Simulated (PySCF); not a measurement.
## Calculated properties of benzocycloheptatriene, `C1=CCc2ccccc2C=C1`

Species: benzocycloheptatriene, C11H10.
Atom-mapped SMILES: `[CH:1]1=[CH:2][CH2:3][c:4]2[cH:5][cH:6][cH:7][cH:8][c:9]2[CH:10]=[CH:11]1` (hydrogens: H12 on C1; H13 on C2; H14, H15 on C3; H16 on C5; H17 on C6; H18 on C7; H19 on C8; H20 on C10; H21 on C11)

Structural features include: C=C double bond and benzene ring.

PBE0-D3(BJ)/def2-SVP geometry optimisation, gas phase (PySCF):

```yaml
Point_group: C1
Rotational_constants_A_B_C: 2.309, 0.976, 0.733 GHz
```

PBE0/def2-SVPD ground state and vertical TDDFT (core frozen in the response) (PySCF):

```yaml
Dipole_moment: 0.21 D
HOMO_energy: -6.28 eV
LUMO_energy: -1.26 eV
HOMO–LUMO_gap: 5.02 eV
Lowest_singlet_excitation: 4.31 eV (288 nm, f = 0.194)
Strongest_line_among_the_10_lowest_singlet_transitions: S8 at 6.38 eV (194 nm, f = 0.425)
Lowest_triplet_excitation_Tamm–Dancoff: 2.86 eV
Static_isotropic_polarisability: 128.4 au
Electronic_spatial_extent_⟨r²⟩_about_the_centre_of_nuclear_charge: 1597 bohr²
```

HF/pcSseg-2 ground state and GIAO shieldings, non-relativistic (PySCF):

```yaml
13C_chemical_shifts_computed_TMS_as_zero_by_class: 148.3 (C4), 145.7 (C9), 143.9 (C10), 139.3 (C6), 139.0 (C8), 138.9 (C2), 137.6 (C11), 135.5 (C5), 134.1 (C1), 133.9 (C7), 33.2 (C3) ppm
1H_chemical_shifts_computed_TMS_as_zero_by_class: 7.65 (H19), 7.61 (H17), 7.45 (H20), 7.44 (H18), 7.43 (H16), 6.63 (H21), 6.19 (H12), 6.05 (H13), 2.90 (H14/H15) ppm
```

B3LYP/pcJ-1 indirect spin-spin coupling, non-relativistic, gas phase; spin–dipole term left out (PySCF):

```yaml
Largest_of_the_computed_one-bond_spin–spin_couplings_means_over_like_bonds: 13C–1H +168.3 (C2–H13), 13C–1H +167.2 (C7–H18), 13C–1H +166.8 (C6–H17), 13C–1H +164.5 (C5–H16), 13C–1H +164.4 (C8–H19), 13C–1H +164.3 (C1–H12), 13C–1H +162.8 (C11–H21), 13C–1H +162.2 (C10–H20) Hz
```

Monoisotopic mass (most abundant isotopes): 142.0783 u.

In wavenumbers S1 is 34700 cm⁻¹ (1 eV = 8065.54 cm⁻¹). The dipole equals about 0.7 × 10⁻³⁰ C·m (1 D = 3.33564 × 10⁻³⁰ C·m). The rotational constants make it an asymmetric top with κ = (2B − A − C)/(A − C) = -0.69, nearer the prolate limit (−1). The polarisability is 19.02 Å³ as a volume (1 au = 0.148185 Å³), or 1.69 au for each of the 76 electrons. A dipole of 0.21 D is allowed in C1, and pure rotational transitions are dipole-allowed. The largest Löwdin shares of the LUMO are 0.15 on C11, 0.15 on C10, 0.14 on C2 and 0.10 on C6. S1 lies 0.71 eV below the HOMO–LUMO gap; its leading configuration is HOMO→LUMO, weight 0.95. The largest Löwdin shares of the HOMO are 0.15 on C10, 0.15 on C11, 0.14 on C2 and 0.09 on C1.

One conformer (not necessarily the lowest) at the PBE0-D3(BJ)/def2-SVP geometry, without solvent or vibrations. NMR classes are plain means over equivalent atoms (diastereotopic ones count apart unless rotation or inversion swaps them), as if these changed places fast; in this geometry the members of some classes differ.
